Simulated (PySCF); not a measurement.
Sn(Et)(OH)2(OMe), SMILES C[CH2][Sn]([OH])([OH])[O]C (C3H10O3Sn), GFN2-xTB optimised geometry. Atoms within 1.6 Å of the plane z = 1.2 Å (x, y, z in Å): C1 (-1.16, -3.22, 1.18), C2 (-1.46, -1.79, 1.54), Sn3 (-0.73, -0.39, 0.00), O4 (1.25, -0.39, 0.00), O6 (-1.32, 1.55, 0.00), C7 (-0.84, 2.54, 0.86), H8 (-0.09, -3.39, 1.10), H9 (-1.55, -3.88, 1.96), H10 (-1.63, -3.50, 0.24), H11 (-2.53, -1.60, 1.63), H12 (-0.96, -1.49, 2.46), H15 (-1.16, 3.50, 0.44), H16 (-1.25, 2.45, 1.87), H17 (0.25, 2.54, 0.93).

Level of theory: PBE0/def2-SVP, def2 effective core potentials past Kr (PySCF 2.14.0). The core electrons that the potentials of Sn replace are not part of the density. Cells within 0.4 Å of a nucleus heavier than hydrogen are left out (blank, or x).

Map of the log10 of the electron density (e/bohr³), floored at −4 on the plane z = 1.2 Å:

```
|0000000000000000000000000000000|
|0000000000000000000000000000000|
|0000000000122210000000000000000|
|0000000001334332100000000000000|
|0000000013455543221000000000000|
|0000000023567665432100000000000|
|0000000124678877654200000000000|
|0000000135789988865310000000000|
|0000000135799x99875310000000000|
|0000000135789998865310000000000|
|0000000135678877654200000000000|
|0000000134567665443100000000000|
|0000000134566554332210000000000|
|0000000124555554333331000000000|
|0000000124556655445543100000000|
|0000001234566665555554200000000|
|0000002345667766556654200000000|
|0000023456777776555554200000000|
|0000134677888876555543100000000|
|0000135788999875444332000000000|
|00001357899x9865432210000000000|
|0000124678999865431100000000000|
|0000013467899876542000000000000|
|000000235789x998653100000000000|
|00000013578xx999753100000000000|
|0000001357899998753100000000000|
|0000001246788777642000000000000|
|0000000235666655431000000000000|
|0000000123444433210000000000000|
|0000000012232221000000000000000|
|0000000000111000000000000000000|
```
Scale: ten equal steps from -4.00 (start of '0') to -0.511 (end of '9'), in the order '0123456789'; x runs from -5.50 to 5.50, y from -5.50 (bottom) to 5.50 (top).
